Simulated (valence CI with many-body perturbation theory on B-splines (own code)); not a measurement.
Energy levels of Ca VI

Method: valence CI with perturbative core correlation (CI+MBPT): five valence electrons over a frozen Dirac-Fock core [Ne], radial functions for each j: 11 s, 11 p, 10 d, 8 f, 5 g, 2 h, with the one-electron correlation potential Σ1 (screened to all orders), the two-electron term Σ2, the three-electron term Σ3, Breit, model QED; selected single and double excitations, second order for the rest, scaled by the run's own slope (own B-spline code, finite nucleus).

Against 6 measured levels this calculation errs by 111 cm⁻¹ on average and by 180 at most. These come from a selection out of Sugar and Corliss, J. Phys. Chem. Ref. Data 8, 865 (1979). Levels without a partner in it may be off by more. Among the levels kept, up to 3400 cm⁻¹ of a level comes from second order outside the variational space, and about a tenth of that is noise between levels of different J, which matters for small intervals.

Levels 46 to 90 of 167, with energies above the lowest level, 3s2 3p3 4S°_3/2. "Leading %" is the weight of the configuration and term that name the level; weights of strongly mixed levels are sums over their largest components and can fall short. In the jj column 3d3/2^4 stands for four electrons in 3d with j = 3/2. Lifetimes count E1, E2, E3, M1 and M2 decay at the calculated energies, and are blank where another channel may lead or the interval is too uncertain; long ones can be off by a factor of two.

```tsv
No.	Configuration	Term	J	E (cm⁻¹)	Leading %	Lifetime	g	Leading jj
46	3s 3p3 3d	6D°	9/2	350800	99	2.36 μs	1.556	3s 3p1/2 3p3/2^2 3d5/2 (55 %)
47	3p5	2P°	3/2	363610	54	418 ps	1.334	3p1/2^2 3p3/2^3 (54 %)
48	3p5	2P°	1/2	366700	53	425 ps	0.665	3p1/2 3p3/2^4 (53 %)
49	3s 3p3 3d	4D°	7/2	383520	91	7.87 ns	1.428	3s 3p1/2 3p3/2^2 3d5/2 (55 %)
50	3s 3p3 3d	4D°	5/2	383600	91	7.05 ns	1.369	3s 3p1/2 3p3/2^2 3d3/2 (24 %)
51	3s 3p3 3d	4D°	3/2	383770	91	6.76 ns	1.196	3s 3p1/2 3p3/2^2 3d3/2 (30 %)
52	3s 3p3 3d	4D°	1/2	383900	92	6.68 ns	-0.002	3s 3p1/2 3p3/2^2 3d5/2 (47 %)
53	3s 3p3 3d	4F°	3/2	390760	87	2.55 ns	0.403	3s 3p1/2 3p3/2^2 3d3/2 (44 %)
54	3s 3p3 3d	4F°	5/2	391200	87	2.59 ns	1.031	3s 3p1/2 3p3/2^2 3d3/2 (44 %)
55	3s 3p3 3d	4F°	7/2	391790	87	2.65 ns	1.239	3s 3p1/2 3p3/2^2 3d3/2 (33 %)
56	3s 3p3 3d	4F°	9/2	392530	87	2.73 ns	1.334	3s 3p1/2 3p3/2^2 3d5/2 (61 %)
57	3s 3p3 3d	2S°	1/2	408610	81	1.38 ns	2.004	3s 3p1/2 3p3/2^2 3d5/2 (48 %)
58	3s 3p3 3d	4G°	5/2	412060	90	867 ps	0.571	3s 3p1/2 3p3/2^2 3d3/2 (39 %)
59	3s 3p3 3d	4G°	7/2	412200	90	873 ps	0.985	3s 3p1/2 3p3/2^2 3d3/2 (42 %)
60	3s 3p3 3d	4G°	9/2	412380	90	884 ps	1.172	3s 3p1/2 3p3/2^2 3d5/2 (40 %)
61	3s 3p3 3d	4G°	11/2	412610	91	901 ps	1.273	3s 3p1/2 3p3/2^2 3d5/2 (91 %)
62	3s 3p3 3d	2G°	7/2	428650	84	1.95 ns	0.889	3s 3p1/2 3p3/2^2 3d5/2 (35 %)
63	3s 3p3 3d	2G°	9/2	428680	84	2.00 ns	1.112	3s 3p1/2 3p3/2^2 3d3/2 (46 %)
64	3s2 3p2 4s	4P	1/2	433670	93	106 ps	2.652	3s^2 3p1/2^2 4s (52 %)
65	3s 3p3 3d	4D°	1/2	435000	85	281 ps	0.096	3s 3p1/2^2 3p3/2 3d3/2 (35 %)
66	3s2 3p2 4s	4P	3/2	435130	93	106 ps	1.731	3s^2 3p1/2 3p3/2 4s (88 %)
67	3s 3p3 3d	4D°	3/2	435430	65	264 ps	1.287	3s 3p1/2^2 3p3/2 3d3/2 (45 %)
68	3s 3p3 3d	4P°	1/2	435670	83	348 ps	2.571	3s 3p1/2^2 3p3/2 3d3/2 (35 %)
69	3s 3p3 3d	4D°	5/2	436140	46	228 ps	1.416	3s 3p1/2^2 3p3/2 3d3/2 (29 %)
70	3s 3p3 3d	4P°	3/2	436210	65	266 ps	1.618	3s 3p1/2^2 3p3/2 3d5/2 (28 %)
71	3s2 3p2 4s	4P	5/2	437230	93	108 ps	1.598	3s^2 3p3/2^2 4s (54 %)
72	3s 3p3 3d	4P°	5/2	437320	50	218 ps	1.502	3s 3p1/2 3p3/2^2 3d5/2 (68 %)
73	3s 3p3 3d	2D°	3/2	438250	64	403 ps	0.829	3s 3p1/2 3p3/2^2 3d3/2 (21 %)
74	3s 3p3 3d	4D°	7/2	438270	87	272 ps	1.427	3s 3p3/2^3 3d5/2 (34 %)
75	3s 3p3 3d	2D°	5/2	438900	51	307 ps	1.250	3s 3p3/2^3 3d5/2 (34 %)
76	3s 3p3 3d	4F°	9/2	441170	95	316 ps	1.332	3s 3p1/2^2 3p3/2 3d5/2 (45 %)
77	3s 3p3 3d	4F°	7/2	441640	95	302 ps	1.239	3s 3p1/2 3p3/2^2 3d5/2 (30 %)
78	3s 3p3 3d	4F°	5/2	442000	95	302 ps	1.030	3s 3p1/2 3p3/2^2 3d3/2 (33 %)
79	3s2 3p2 4s	2P	1/2	442140	92	33.8 ps	0.685	3s^2 3p1/2 3p3/2 4s (70 %)
80	3s 3p3 3d	4F°	3/2	442280	96	302 ps	0.402	3s 3p1/2 3p3/2^2 3d3/2 (63 %)
81	3s2 3p2 4s	2P	3/2	444630	91	34.0 ps	1.327	3s^2 3p1/2 3p3/2 4s (49 %)
82	3s 3p3 3d	4S°	3/2	448490	74	32.0 ps	1.997	3s 3p1/2 3p3/2^2 3d3/2 (33 %)
83	3s 3p3 3d	2F°	7/2	449530	63	528 ps	1.143	3s 3p1/2 3p3/2^2 3d5/2 (42 %)
84	3s 3p3 3d	2F°	5/2	449620	63	437 ps	0.862	3s 3p1/2 3p3/2^2 3d3/2 (20 %)
85	3s 3p3 3d	4P°	5/2	451520	94	24.1 ps	1.600	3s 3p1/2 3p3/2^2 3d5/2 (49 %)
86	3s 3p3 3d	4P°	3/2	452310	94	22.7 ps	1.735	3s 3p1/2 3p3/2^2 3d3/2 (38 %)
87	3s 3p3 3d	4P°	1/2	452930	95	22.1 ps	2.667	3s 3p1/2 3p3/2^2 3d3/2 (30 %)
88	3s2 3p2 4s	2D	5/2	457290	93	60.0 ps	1.204	3s^2 3p1/2 3p3/2 4s (54 %)
89	3s2 3p2 4s	2D	3/2	457370	92	58.6 ps	0.810	3s^2 3p1/2 3p3/2 4s (50 %)
90	3s 3p3 3d	2D°	5/2	460940	76	105 ps	1.201	3s 3p1/2 3p3/2^2 3d5/2 (43 %)
```

Names give the largest LS component (configuration and term), which can be under half, so a name can repeat, a term be missing and a line seem to break the LS rules; names also repeat where a configuration has a term twice.

Where two levels of one J and parity lie close, their mixing, g and order are uncertain.
